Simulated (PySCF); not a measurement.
## Interval between two levels of Tb+ by level of theory

Tb+ [Xe] 4f9 6s1 [7H8, M_J = 8] → Tb+ [Xe] 4f8 5d1 6s1 [9H9, M_J = 9], as a difference of total energies. Calculation: PySCF 2.14, in x2c-TZVPall-2c (11s11p10d4f1g, 131 functions); the two-component X2C-1e Hamiltonian. Correlated levels: [Ar] 3d10 frozen; the 18 highest virtual spinors dropped. "Screened" scales the spin-orbit matrix elements by Boettger's factors to mimic the two-electron term; Breit and QED terms are absent.

| method | interval between two levels (cm⁻¹) |
| --- | --- |
| GHF (screened spin-orbit) | -17521 |
| GMP2 (screened spin-orbit) | 6198.8 |

The labels give the starting determinants; with spin-orbit coupling the two ends relaxed to ⟨J²⟩ = 72.02, ⟨L²⟩ = 30.55, ⟨S²⟩ = 11.85 and ⟨J²⟩ = 90.08, ⟨L²⟩ = 30.53, ⟨S²⟩ = 19.83.
